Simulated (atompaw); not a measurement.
manganese PAW (atompaw): all-electron and pseudo phase curves

- Element: Mn
- Generator: atompaw 4.2.0.5
- Type: PAW
- Functional: PBE
- Relativity: scalar-relativistic
- Frozen core: [Ne]
- Valence charge: 15
- Reference configuration: 3s2 3p6 3d5 4s2 4p0
- Partial waves: 3s (bound): rc 1.25 bohr; 4s (bound): rc 1.55 bohr; 3p (bound): rc 1.35 bohr; 4p (bound, empty): rc 1.75 bohr; 3d (bound): rc 2.00 bohr; 3d channel at 0.05 Ry: rc 2.00 bohr
- Local potential: vpsmatchnc scheme with l = 3 at 0 Ry, radius 2.00 bohr
- Core correction: smooth core density matched at 2.00 bohr
- Augmentation charge: besselshape compensation charge, radius 1.50 bohr; PAW radius 2.00 bohr; waves and projectors: modrrkj vanderbiltortho

The phase is arctan(r·u′/u) with u = r·R(r), unwrapped; energies in Ry, scanned from -8 to 5 Ry. A pole is an energy at which the radial function vanishes at the test radius. The pseudo phase is shifted by a multiple of π to meet the all-electron one at the reference energy, and phase errors are pseudo minus all-electron; the curves can meet again beyond the range given. Levels narrower than the energy grid can be missing from the lists of poles.

```
channel  radius (bohr)  reference energy (Ry)  poles, all-electron  poles, pseudo  unbroken range about the reference energy with phases within 0.05 rad  phase error 1 Ry above the reference energy (rad)
      s           2.00                  -0.38                -6.22    -6.22, 4.94                                                        the whole range                                             -0.001
      p           2.00                  -0.10                -3.85    -3.85, 3.28                                                              below 1.6                                             -0.006
      d           2.00                  -0.50                -0.03           none                                                           -0.5 to -0.5                                             +0.476
```

Phases in the d channel:

```tsv
E (Ry)	all-electron	pseudo
-8.00	1.395	1.413
-7.76	1.393	1.414
-7.52	1.390	1.417
-7.28	1.387	1.421
-7.04	1.384	1.427
-6.80	1.381	1.436
-6.56	1.377	1.451
-6.32	1.374	1.473
-6.08	1.370	1.509
-5.84	1.366	1.570
-5.60	1.361	-1.453
-5.36	1.357	-1.191
-5.12	1.351	-0.554
-4.88	1.346	0.241
-4.64	1.340	0.611
-4.40	1.334	0.757
-4.16	1.327	0.819
-3.92	1.319	0.840
-3.68	1.310	0.836
-3.44	1.300	0.813
-3.20	1.289	0.772
-2.96	1.276	0.713
-2.72	1.261	0.632
-2.48	1.243	0.525
-2.24	1.221	0.385
-2.00	1.192	0.210
-1.76	1.154	0.001
-1.52	1.097	-0.226
-1.28	1.004	-0.449
-1.04	0.820	-0.647
-0.80	0.326	-0.811
-0.56	-0.755	-0.942
-0.32	-1.331	-1.046
-0.08	-1.542	-1.128
0.16	-1.649	-1.194
0.40	-1.719	-1.248
0.64	-1.773	-1.292
0.88	-1.819	-1.329
1.12	-1.864	-1.360
1.36	-1.910	-1.387
1.60	-1.961	-1.410
1.84	-2.020	-1.431
2.08	-2.092	-1.448
2.32	-2.185	-1.464
2.56	-2.307	-1.478
2.80	-2.476	-1.491
3.04	-2.711	-1.503
3.28	-3.019	-1.514
3.52	-3.367	-1.523
3.76	-3.684	-1.532
4.00	-3.929	-1.541
4.24	-4.104	-1.548
4.48	-4.230	-1.556
4.72	-4.322	-1.563
4.96	-4.392	-1.569
```
